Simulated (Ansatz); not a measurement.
Stepwise reaction of `[F][Hf]([Cl])([Cl])[Cl]` with ammonia, as a gas-phase model of exchange steps in deposition or etching. ΔE in kJ/mol; ΔG adds harmonic PBE0-D4 terms to CCSD(T)/CBS, at 1 bar.

Computed with Ansatz on PBE0-D4/def2-TZVP structures; ΔE is electronic, products minus reactants. CBS: MP2 limit from def2 TZ/QZ plus the TZ coupled-cluster correction, frozen cores. This one scheme is used for every species. DFT in def2-TZVPP. B3LYP here is the variant with VWN-RPA as its local correlation; programs differ in this. Elements past krypton have def2 core potentials. For Hf outer-core shells are correlated without core-valence functions, which leaves a few kJ/mol of doubt a bond. One conformer a species, not always the lowest.

```json
{"step": "2", "reaction": "`[NH2][Hf]([F])([Cl])[Cl]` + NH₃ → `[NH2][Hf]([NH2])([F])[Cl]` + HCl", "PBE-D4": "97.3", "B3LYP-D4": "97.9", "ωB97M-V": "98.6", "CCSD(T)/CBS": "98.0", "ΔG(400 K)": "88.5"}
{"step": "3", "reaction": "`[NH2][Hf]([NH2])([F])[Cl]` + NH₃ → `[NH2][Hf]([NH2])([NH2])[F]` + HCl", "PBE-D4": "106.9", "B3LYP-D4": "107.8", "ωB97M-V": "108.4", "CCSD(T)/CBS": "106.2", "ΔG(400 K)": "101.0"}
```

Question: Give the row of step 1, `[F][Hf]([Cl])([Cl])[Cl]` + NH₃ → `[NH2][Hf]([F])([Cl])[Cl]` + HCl. (Best estimate.)

Answer: Computed: 
```
step                                                            reaction  PBE-D4  B3LYP-D4  ωB97M-V  CCSD(T)/CBS  ΔG(400 K)
   1  `[F][Hf]([Cl])([Cl])[Cl]` + NH₃ → `[NH2][Hf]([F])([Cl])[Cl]` + HCl    85.4      85.4     85.6         86.4       70.6
```

Question: By hand: ΔE of the 3 steps together at CCSD(T)/CBS.

Answer: (86.4) + (98.0) + (106.2) = 290.6 kJ/mol, or 96.9 kJ/mol a step.

In ΔE each step is higher than the one before. All are uphill at CCSD(T)/CBS. ΔG lies between 70.6 and 101.0 kJ/mol a step. PBE-D4 differs from CCSD(T)/CBS by -1.0 to 0.7 kJ/mol a step. Isolated molecules leave out the surface, adducts and barriers. Largest T1 diagnostic: 0.015.
